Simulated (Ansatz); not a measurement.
A run for Ansatz (a program for electronic structure): R-CCSD(T)/def2-SVPD on Cl3Sb (SMILES [Cl][Sb]([Cl])[Cl]). Elements past Kr take the def2 small-core potentials; no spin–orbit coupling.

Ansatz 0.2 input:
```yaml
crystal:
  periodic: [false, false, false]
  atoms:
    - {symbol: Sb, position_ang: [0.00064406, -0.00000000, 0.87037322]}
    - {symbol: Cl, position_ang: [2.08297219, 0.00000000, -0.29168296]}
    - {symbol: Cl, position_ang: [-1.04180812, 1.80408190, -0.28934513]}
    - {symbol: Cl, position_ang: [-1.04180812, -1.80408190, -0.28934513]}
basis:
  gaussian:
    orbitals: def2-SVPD
magnetization: {spin_polarized: false}
correlation: {method: ccsd_t, electrons: outside_noble_gas}
scf: {lower_state_search: off}
```

The log:

```
WARN ansatz: RAYON_NUM_THREADS=4 ignored (pool sized by the plan → 4); use --threads N
Functional definition: HF
these checks for a lower state are left out or cut short: stability, starts, cluster_reference, orbital_swaps, neighbouring_geometries, increment
integrals: 0.19 GiB planned
1150 factors; integrals over basis functions are off by at most 1.8e-4 eV
mean field: 0.48 GiB planned
mean field evaluation 1: about -44010.8682 eV, gradient 2.5e1 eV
mean field evaluation 2: about -44010.9954 eV, gradient 2.5e1 eV
mean field evaluation 4: about -44013.1747 eV, gradient 1.6e0 eV
mean field evaluation 8: about -44013.2078 eV, gradient 1.3e-1 eV
mean field -44013.20803863 eV, -1617.4555621959 hartree, gradient 4.8e-6 eV, S^2 0.000000; 0 other end points of the search recorded, 0 dependent functions left out
24 core orbitals not correlated
reference -44013.20803863 eV, -1617.4555621959 hartree; 13, 13 occupied and 76, 76 virtual orbitals, 1150 factors
second order -14.37075760 eV of doubles, -0.00000000 eV of singles
coupled cluster: 0.39 GiB planned
cycle   1  -15.05874667 eV  change   -6.9e-1 eV  update   9.2e-2
cycle   2  -15.35959788 eV  change   -3.0e-1 eV  update   2.8e-2
cycle   3  -15.43363054 eV  change   -7.4e-2 eV  update   1.5e-2
cycle   4  -15.42913650 eV  change    4.5e-3 eV  update   3.9e-3
cycle   5  -15.42716371 eV  change    2.0e-3 eV  update   1.6e-3
cycle   6  -15.42705135 eV  change    1.1e-4 eV  update   5.7e-4
cycle   7  -15.42709088 eV  change   -4.0e-5 eV  update   2.1e-4
cycle   8  -15.42712134 eV  change   -3.0e-5 eV  update   6.2e-5
cycle   9  -15.42711550 eV  change    5.8e-6 eV  update   2.1e-5
perturbative correction -0.51173456 eV, -0.0188058981 hartree
Total energy: -44029.14688869 eV, -1618.0413041316 hartree
Checks for a lower state left out: stability, starts, cluster_reference, orbital_swaps, neighbouring_geometries, increment
```

The calculation finished and met its thresholds.

Cost: very roughly 5 core-seconds.
